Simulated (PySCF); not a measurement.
## Electron correlation in Mo⁺ (molybdenum, charge +1)

[Kr] 4d4 5p1, one real determinant (an excited configuration). All numbers are calculated (PySCF 2.14, scalar relativity by spin-free X2C-1e, in x2c-TZVPPall with one added diffuse shell each of s, p, d, f type (9s7p7d3f1g, 95 functions)). Frozen: [Kr]; 5 electrons correlated.

| level | correlation energy (mhartree) |
| --- | --- |
| CCSD | -53.89 |
| (T) | -1.07 |
| CCSD(T) | -54.96 |

Diagnostics: T1 = 0.010, D1 = 0.0313, largest double amplitude 0.054.

**Question.** Is a single reference adequate?

**Answer.** Yes, within this model without spin-orbit coupling: T1 lies below 0.03 and no double amplitude reaches 0.07.

The reference is one real determinant that mixes LS terms of this configuration.
